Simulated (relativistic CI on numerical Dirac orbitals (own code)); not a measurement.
## Level scheme of Re³⁷⁺

These numbers are calculated, not measured: Dirac-Coulomb-Breit CI, KLI orbitals optimised for each configuration, a model potential for QED, unscaled Slater integrals (own radial code, finite nucleus).

Configuration list (outside the closed core [Ar] 3d10): 4s2 4p6 4d2, 4s2 4p6 4d 4f, 4s2 4p5 4d3, 4s 4p6 4d3, 4s2 4p5 4d2 4f, 4s 4p6 4d2 4f, 4s2 4p6 4d 5s, 4s2 4p6 4f 5s, 4s2 4p6 4d 5p, 4s2 4p6 4f2, 4s2 4p5 4f3, 4s 4p6 4f3, 4s2 4p6 4f 5p, 4s2 4p5 4f2 5p, 4s 4p6 4f2 5p. Double excitations out of closed p, d and f shells are left out; levels of such configurations are missing from the list, as are those of other unlisted configurations, and high levels can miss mixing partners.

The lowest level is 4s2 4p6 4d2 3F_2, with 75 % of that term; Hund's rules for 4s2 4p6 4d2 give 3F with J = 2, in agreement.

| No. | Configuration | Term | J | E (cm⁻¹) | % | Landé g | Lifetime (s) | jj configuration (%) |
| --- | --- | --- | --- | --- | --- | --- | --- | --- |
| 1 | 4s2 4p6 4d2 | 3F | 2 | 0 | 75 | 0.756 |  | 4d3/2^2 (98) |
| 2 | 4s2 4p6 4d2 | 3P | 0 | 71178 | 75 |  | 2.16e-01 | 4d3/2^2 (97) |
| 3 | 4s2 4p6 4d2 | 3F | 3 | 151172 | 99 | 1.079 | 1.49e-05 | 4d3/2 4d5/2 (99) |
| 4 | 4s2 4p6 4d2 | 3P | 2 | 184230 | 49 | 1.181 | 2.88e-05 | 4d3/2 4d5/2 (98) |
| 5 | 4s2 4p6 4d2 | 1G | 4 | 194883 | 63 | 1.086 | 1.57e-03 | 4d3/2 4d5/2 (96) |
| 6 | 4s2 4p6 4d2 | 3P | 1 | 195192 | 99 | 1.497 | 3.29e-05 | 4d3/2 4d5/2 (99) |
| 7 | 4s2 4p6 4d2 | 3F | 4 | 330523 | 63 | 1.155 | 1.07e-05 | 4d5/2^2 (96) |
| 8 | 4s2 4p6 4d2 | 3P | 2 | 353928 | 47 | 1.216 | 9.80e-06 | 4d5/2^2 (99) |
| 9 | 4s2 4p6 4d2 | 1S | 0 | 440934 | 75 |  | 5.04e-06 | 4d5/2^2 (97) |
| 10 | 4s2 4p5 4d3 | 3D° | 2 | 1296815 | 25 | 1.116 | 3.36e-10 | 4p3/2^3 4d3/2^3 (92) |
| 11 | 4s2 4p5 4d3 | 5D° | 1 | 1309420 | 34 | 0.983 | 2.76e-10 | 4p3/2^3 4d3/2^3 (86) |
| 12 | 4s2 4p5 4d3 | 5D° | 0 | 1326401 | 63 |  | 1.56e-09 | 4p3/2^3 4d3/2^3 (89) |
| 13 | 4s2 4p5 4d3 | 3F° | 3 | 1339409 | 24 | 1.069 | 7.69e-10 | 4p3/2^3 4d3/2^3 (92) |
| 14 | 4s2 4p5 4d3 | 5F° | 3 | 1416196 | 34 | 1.308 | 4.57e-10 | 4p3/2^3 4d3/2^2 4d5/2 (91) |
| 15 | 4s2 4p5 4d3 | 5S° | 2 | 1433224 | 36 | 1.650 | 2.18e-10 | 4p3/2^3 4d3/2^2 4d5/2 (91) |
| 16 | 4s2 4p5 4d3 | 5G° | 4 | 1436579 | 33 | 1.220 | 5.90e-10 | 4p3/2^3 4d3/2^2 4d5/2 (92) |
| 17 | 4s2 4p5 4d3 | 3F° | 2 | 1452529 | 41 | 1.039 | 2.27e-10 | 4p3/2^3 4d3/2^2 4d5/2 (93) |
| 18 | 4s2 4p5 4d3 | 5D° | 1 | 1460146 | 40 | 0.930 | 1.15e-10 | 4p3/2^3 4d3/2^2 4d5/2 (94) |
| 19 | 4s2 4p5 4d3 | 3G° | 5 | 1466330 | 27 | 1.183 | 2.72e-10 | 4p3/2^3 4d3/2^2 4d5/2 (90) |
| 20 | 4s2 4p5 4d3 | 3G° | 3 | 1470576 | 44 | 1.006 | 2.04e-10 | 4p3/2^3 4d3/2^2 4d5/2 (93) |
| 21 | 4s2 4p5 4d3 | 3F° | 4 | 1472646 | 33 | 1.148 | 3.85e-10 | 4p3/2^3 4d3/2^2 4d5/2 (93) |
| 22 | 4s2 4p5 4d3 | 3P° | 0 | 1476568 | 46 |  | 4.83e-10 | 4p3/2^3 4d3/2^2 4d5/2 (86) |
| 23 | 4s2 4p5 4d3 | 3H° | 6 | 1478062 | 45 | 1.139 | 9.57e-03 | 4p3/2^3 4d3/2^2 4d5/2 (96) |
| 24 | 4s2 4p5 4d3 | 3G° | 4 | 1500832 | 30 | 1.108 | 1.44e-09 | 4p3/2^3 4d3/2^2 4d5/2 (93) |
| 25 | 4s2 4p5 4d3 | 3D° | 2 | 1507643 | 31 | 1.201 | 6.45e-10 | 4p3/2^3 4d3/2^2 4d5/2 (93) |
| 26 | 4s2 4p5 4d3 | 3G° | 3 | 1508057 | 23 | 1.177 | 5.46e-10 | 4p3/2^3 4d3/2^2 4d5/2 (91) |
| 27 | 4s2 4p5 4d3 | 3S° | 1 | 1508467 | 34 | 1.627 | 1.05e-10 | 4p3/2^3 4d3/2^2 4d5/2 (94) |
| 28 | 4s2 4p5 4d3 | 3G° | 5 | 1536551 | 33 | 1.101 | 1.62e-09 | 4p3/2^3 4d3/2^2 4d5/2 (93) |
| 29 | 4s2 4p5 4d3 | 5D° | 4 | 1553134 | 39 | 1.245 | 9.40e-09 | 4p3/2^3 4d3/2^2 4d5/2 (80) |
| 30 | 4s2 4p5 4d3 | 3G° | 3 | 1556599 | 54 | 0.822 | 5.89e-12 | 4p3/2^3 4d3/2^2 4d5/2 (62) |
| 31 | 4s2 4p5 4d3 | 3P° | 2 | 1570918 | 36 | 1.314 | 6.53e-11 | 4p3/2^3 4d3/2^2 4d5/2 (86) |
| 32 | 4s2 4p5 4d3 | 3G° | 4 | 1584372 | 29 | 1.199 | 6.73e-10 | 4p3/2^3 4d3/2 4d5/2^2 (86) |
| 33 | 4s2 4p5 4d3 | 3F° | 2 | 1595131 | 24 | 0.925 | 4.57e-12 | 4p3/2^3 4d3/2^2 4d5/2 (51) |
| 34 | 4s2 4p5 4d3 | 3F° | 2 | 1597325 | 33 | 1.138 | 2.51e-11 | 4p3/2^3 4d3/2 4d5/2^2 (77) |
| 35 | 4s2 4p5 4d3 | 5G° | 5 | 1600212 | 28 | 1.204 | 1.87e-10 | 4p3/2^3 4d3/2 4d5/2^2 (87) |
| 36 | 4s2 4p5 4d3 | 3D° | 3 | 1605260 | 39 | 1.283 | 1.10e-10 | 4p3/2^3 4d3/2^2 4d5/2 (77) |
| 37 | 4s2 4p5 4d3 | 5G° | 6 | 1616008 | 53 | 1.185 | 1.82e-05 | 4p3/2^3 4d3/2 4d5/2^2 (92) |
| 38 | 4s2 4p5 4d3 | 3P° | 1 | 1625627 | 38 | 0.985 | 3.81e-12 | 4p3/2^3 4d3/2^2 4d5/2 (59) |
| 39 | 4s2 4p5 4d3 | 5D° | 3 | 1628425 | 21 | 1.175 | 4.24e-11 | 4p3/2^3 4d3/2 4d5/2^2 (90) |
| 40 | 4s2 4p5 4d3 | 3D° | 2 | 1630270 | 31 | 1.259 | 3.23e-11 | 4p3/2^3 4d3/2 4d5/2^2 (84) |
| 41 | 4s2 4p5 4d3 | 3P° | 1 | 1639737 | 44 | 1.273 | 5.72e-12 | 4p3/2^3 4d3/2 4d5/2^2 (63) |
| 42 | 4s2 4p5 4d3 | 3H° | 5 | 1640383 | 34 | 1.146 | 1.86e-10 | 4p3/2^3 4d3/2 4d5/2^2 (93) |
| 43 | 4s2 4p5 4d3 | 3G° | 4 | 1640626 | 36 | 1.124 | 4.91e-11 | 4p3/2^3 4d3/2 4d5/2^2 (86) |
| 44 | 4s2 4p5 4d3 | 3I° | 7 | 1644003 | 100 | 1.139 | 4.46e-05 | 4p3/2^3 4d3/2 4d5/2^2 (100) |
| 45 | 4s2 4p5 4d3 | 3D° | 3 | 1648293 | 52 | 1.269 | 1.28e-10 | 4p3/2^3 4d3/2 4d5/2^2 (80) |

Energies count from the lowest computed level; ° marks odd parity; lifetimes are radiative, by E1, M1, E2, M2, E3 decay to levels of this space only. Filled j subshells are mostly left out of the jj labels.

The mean weight of the leading LS term, summed over parents, in these 45 levels is 45 %, and that of the leading jj configuration (from the same eigenvectors) 88 %, so jj coupling describes them better and the LS labels are nominal.

At this charge energies of transitions that change n are usually good to better than 1 %, and those within a shell (Δn = 0) to a few per cent. Terms inside the open d or f shell come out 10 to 20 % too wide with unscaled integrals.

LS names give the leading component of a level, which can be under half, so a name can repeat, a term be missing and a line seem to break the LS rules.
